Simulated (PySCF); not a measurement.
Species: C₃H₇NSi.
SMILES with atom numbers: `[H]/[N:1]=[CH:2]\[C@@H:3]1[CH2:4][SiH2:5]1` (hydrogens: H6 on N1; H7 on C2; H8 on C3; H9, H10 on C4; H11, H12 on Si5)

Method: PBE0-D3(BJ)/def2-SVP geometry optimisation, gas phase (PySCF 2.14.0); density fitting, grid level 1; the optimiser is geomeTRIC in internal coordinates, started from a GFN2-xTB structure with every atom displaced at random (about 0.01 Å).

Step 0: E = -12576.2787 eV
```
atom  x, y, z in Å  |  force x, y, z in eV/Å
N1      2.3980   -0.9243    0.1451   -1.175   0.666   0.531
C2      1.2613   -0.4078    0.4829    1.741  -0.949  -0.718
C3      0.2219    0.1887   -0.3636    0.422  -0.122  -0.189
C4     -0.7642    1.1367    0.2775   -0.628  -0.792   0.491
Si5    -1.5467   -0.5089   -0.2611    1.005   1.204   0.573
H6      2.5584   -0.8443   -0.8627   -0.144   0.027  -0.182
H7      1.0487   -0.4505    1.5488   -0.279   0.016   0.593
H8      0.6069    0.4830   -1.3478   -0.169  -0.074  -0.139
H9     -0.6442    1.3345    1.3522    0.026  -0.143  -0.068
H10    -0.9995    2.0370   -0.2582   -0.197   0.604  -0.484
H11    -2.2981   -0.5656   -1.4856   -0.499  -0.052  -0.750
H12    -1.8022   -1.5113    0.7615   -0.101  -0.384   0.343
```

Step 1: E = -12576.3717 eV
```
atom  x, y, z in Å  |  force x, y, z in eV/Å
N1      2.4608   -0.8126    0.1492    0.048  -0.197  -0.177
C2      1.2864   -0.4802    0.4955    0.037   0.518  -0.008
C3      0.2276    0.1073   -0.3558    0.110  -0.090  -0.007
C4     -0.7554    1.1112    0.2695   -0.183   0.020  -0.084
Si5    -1.5641   -0.4837   -0.2484    0.113   0.268   0.065
H6      2.5852   -0.6664   -0.8649   -0.028  -0.028   0.200
H7      1.0400   -0.5475    1.5722   -0.051  -0.171  -0.020
H8      0.5894    0.3764   -1.3565   -0.061  -0.049  -0.054
H9     -0.6176    1.3219    1.3361    0.003  -0.052   0.032
H10    -0.9421    2.0269   -0.3088    0.024  -0.129   0.051
H11    -2.3625   -0.5138   -1.4960   -0.001  -0.036  -0.014
H12    -1.9074   -1.4726    0.7969   -0.012  -0.054   0.016
```

Step 2: E = -12576.3806 eV
```
atom  x, y, z in Å  |  force x, y, z in eV/Å
N1      2.4602   -0.8485    0.1691   -0.100   0.051  -0.236
C2      1.2941   -0.4480    0.4727   -0.160  -0.098   0.366
C3      0.2272    0.1359   -0.3689    0.339  -0.005  -0.147
C4     -0.7669    1.1213    0.2730   -0.069   0.021  -0.021
Si5    -1.5545   -0.4747   -0.2422    0.022   0.052   0.073
H6      2.6265   -0.7168   -0.8359    0.031   0.025  -0.031
H7      1.0124   -0.5600    1.5370   -0.027   0.041   0.053
H8      0.5687    0.4032   -1.3777   -0.063   0.000  -0.038
H9     -0.6221    1.3232    1.3410    0.009  -0.043   0.000
H10    -0.9723    2.0334   -0.2972    0.011  -0.005   0.003
H11    -2.3617   -0.5251   -1.4844    0.010  -0.020  -0.007
H12    -1.8714   -1.4769    0.8026   -0.004  -0.019  -0.015
```

Q: Estimate the geometry and energy of step 3. (The exact step hangs on the optimiser's Hessian estimate; all steps are aligned on step 2, rigid shifts and turns removed.)

A: E = -12576.3780 eV, largest force 0.539 eV/Å
```
atom  x, y, z in Å  |  force x, y, z in eV/Å
N1      2.4281   -0.8599    0.1318    0.122   0.017   0.330
C2      1.2912   -0.4380    0.5098   -0.050  -0.348  -0.409
C3      0.2451    0.1438   -0.3539   -0.054   0.167   0.172
C4     -0.7649    1.1276    0.2697   -0.015   0.055  -0.017
Si5    -1.5349   -0.4701   -0.2420   -0.074  -0.110   0.043
H6      2.5494   -0.6954   -0.8723   -0.003   0.020  -0.065
H7      1.0143   -0.5826    1.5728    0.084   0.122  -0.029
H8      0.5906    0.3962   -1.3659   -0.006   0.007   0.044
H9     -0.6349    1.3309    1.3397    0.012  -0.017  -0.023
H10    -0.9658    2.0332   -0.3075   -0.021   0.084  -0.019
H11    -2.3193   -0.5476   -1.4979    0.005  -0.001   0.003
H12    -1.8584   -1.4710    0.8045    0.001   0.005  -0.030
```

The energy changes by +0.0026 eV. The first-order estimate −F·Δx gives -0.0279 eV and the mean of the old and new forces, exact on a quadratic surface, +0.0030 eV. The step makes an angle of 71° with the force vector and moves no atom by more than 0.088 Å. The energy falls at the start of this step and ends higher, so the step passed the lowest point of its straight line.

What follows is the cost of the whole optimisation. On one thread of an Arm Neoverse V1, no GPU (shared host), this took 31 s wall and 0.44 GiB of memory at its peak.
